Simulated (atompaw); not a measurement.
# How hard is this indium (In) PAW (atompaw) potential?

- Element: indium
- Generator: atompaw 4.2.0.5
- Type: PAW
- Functional: LDA (PW92)
- Relativity: scalar-relativistic
- Frozen core: [Kr]
- Valence charge: 13
- Reference configuration: 4d10 5s1 5p0 (charge +2)
- Partial waves: 5s (bound): rc 1.70 bohr; 5s channel at -1.35 Ry: rc 1.70 bohr; 5p (bound, empty): rc 2.60 bohr; 5p channel at 0.1 Ry: rc 2.60 bohr; 4d (bound): rc 2.60 bohr; 4d channel at -1.95 Ry: rc 2.60 bohr
- Local potential: troulliermartins scheme with l = 3 at 0 Ry, radius 1.70 bohr
- Core correction: smooth core density matched at 2.00 bohr
- Augmentation charge: sinc compensation charge, radius 2.10 bohr; PAW radius 2.60 bohr; waves and projectors: custom polynom2 7 10 vanderbiltortho

The pseudo-atom Hamiltonian at the reference potential is diagonalised in spherical Bessel functions j_l(qr) that vanish at 20 bohr, with q² up to the cutoff. All-electron valence levels (Ry): 5s -1.7730, 5p -1.2143, 4d -2.7019.

Q: How do the lowest levels (Ry) of each channel move with the cutoff, and are there ghosts?

A:

```
cutoff (Ry)      s #1     s #2     s #3     p #1     p #2     d #1     f #1  Σ f·Δε (mRy)
          8   -8.9849  -1.6302  -0.5772  -1.2055  -0.4575  -2.6699  -0.2965         462.1
         12  -10.2946  -1.7481  -0.6079  -1.2133  -0.4611  -2.6881  -0.2976         162.1
         15  -10.5337  -1.7651  -0.6124  -1.2136  -0.4613  -2.6955  -0.2981          71.1
         21  -10.6792  -1.7728  -0.6145  -1.2138  -0.4614  -2.6991  -0.2987          27.3
         25  -10.6842  -1.7729  -0.6145  -1.2181  -1.1783  -2.6996  -0.2991          22.4
         35  -10.6850  -1.7730  -0.6145  -2.6557  -1.2142  -2.7012  -0.2998           7.1
         45  -10.6852  -1.7730  -0.6145  -3.3659  -1.2143  -2.7015  -0.3004           3.3
         50  -10.6852  -1.7730  -0.6145  -3.5685  -1.2143  -2.7016  -0.3005           2.2
         60  -10.6856  -1.7730  -0.6145  -3.7976  -1.2143  -2.7017  -0.3007           1.5
         70  -10.6859  -1.7730  -0.6145  -3.8602  -1.2143  -2.7018  -0.3007           0.8
         90  -10.6860  -1.7730  -0.6145  -3.8711  -1.2143  -2.7018  -0.3008           0.3
        400  -10.6862  -1.7730  -0.6145  -3.8728  -1.2143  -2.7019  -0.3008           0.0
```

Result: ghost states, extra bound levels that the all-electron valence spectrum of the same l lacks: s at -145.4 eV, p at -52.7 eV (a true bound ghost makes a file unfit for plane-wave use); 10 mRy is reached at 30 Ry and 1 mRy at 70 Ry.
